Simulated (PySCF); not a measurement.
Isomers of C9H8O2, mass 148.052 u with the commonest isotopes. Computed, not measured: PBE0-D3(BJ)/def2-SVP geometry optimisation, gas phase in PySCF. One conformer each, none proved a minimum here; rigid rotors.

Question: Order these by rotational constant B, largest first.
A. `[CH3:1][c:2]1[cH:3][cH:4][cH:5][c:6]([CH:7]=[O:8])[c:9]1[CH:10]=[O:11]` with C5–C6–C7–O8 179°, C6–C9–C10–O11 -179°
B. `[CH2:1]=[CH:2][O:3][C:4](=[O:5])[c:6]1[cH:7][cH:8][cH:9][cH:10][cH:11]1` with C1–C2–O3–C4 180°, C2–O3–C4–O5 0°, O3–C4–C6–C7 1°
C. `[CH2:1]=[CH:2][c:3]1[cH:4][cH:5][c:6]([C:7](=[O:8])[OH:9])[cH:10][cH:11]1` with C1–C2–C3–C4 -2°, C5–C6–C7–O8 0°, C6–C7–O9–H 180°
D. `[CH2:1]=[CH:2][CH2:3][C:4]1=[CH:5][C:6](=[O:7])[CH:8]=[CH:9][C:10]1=[O:11]` with C1–C2–C3–C4 116°, C2–C3–C4–C5 -20°

Answer: A (1178 MHz), D (857.9 MHz), B (632.8 MHz), C (575.2 MHz).

Question: Order these by dipole moment, largest first.
A. `[CH2:1]=[CH:2][c:3]1[cH:4][cH:5][c:6]([C:7](=[O:8])[OH:9])[cH:10][cH:11]1` with C1–C2–C3–C4 -2°, C5–C6–C7–O8 0°, C6–C7–O9–H 180°
B. `[CH2:1]=[CH:2][CH2:3][C:4]1=[CH:5][C:6](=[O:7])[CH:8]=[CH:9][C:10]1=[O:11]` with C1–C2–C3–C4 116°, C2–C3–C4–C5 -20°
C. `[CH3:1][c:2]1[cH:3][cH:4][cH:5][c:6]([CH:7]=[O:8])[c:9]1[CH:10]=[O:11]` with C5–C6–C7–O8 179°, C6–C9–C10–O11 -179°

Answer: C (4.70 D), A (1.94 D), B (0.65 D).

Question: Order these by radius of gyration √(Σ m r²/M), smallest first.
A. `[CH2:1]=[CH:2][CH2:3][C:4]1=[CH:5][C:6](=[O:7])[CH:8]=[CH:9][C:10]1=[O:11]` with C1–C2–C3–C4 116°, C2–C3–C4–C5 -20°
B. `[CH3:1][c:2]1[cH:3][cH:4][cH:5][c:6]([CH:7]=[O:8])[c:9]1[CH:10]=[O:11]` with C5–C6–C7–O8 179°, C6–C9–C10–O11 -179°
C. `[CH2:1]=[CH:2][c:3]1[cH:4][cH:5][c:6]([C:7](=[O:8])[OH:9])[cH:10][cH:11]1` with C1–C2–C3–C4 -2°, C5–C6–C7–O8 0°, C6–C7–O9–H 180°
D. `[CH2:1]=[CH:2][O:3][C:4](=[O:5])[c:6]1[cH:7][cH:8][cH:9][cH:10][cH:11]1` with C1–C2–O3–C4 180°, C2–O3–C4–O5 0°, O3–C4–C6–C7 1°

Answer: B (2.300 Å), A (2.463 Å), D (2.560 Å), C (2.625 Å).

```csv
SMILES,point group,Ia (u·Å²),Ib (u·Å²),Ic (u·Å²),κ,μa (D),μb (D),μc (D)
C=Cc1ccc(C(=O)O)cc1,near Cs,141.33,878.68,1019.96,-0.95,1.28,1.47,0.00
C=COC(=O)c1ccccc1,Cs,171.90,798.65,970.55,-0.91,1.20,1.66,0.00
Cc1cccc(C=O)c1C=O,–,356.02,428.99,781.93,0.38,1.52,4.45,0.00
C=CCC1=CC(=O)C=CC1=O,C1,318.12,589.07,888.90,-0.43,0.50,0.41,0.06
```
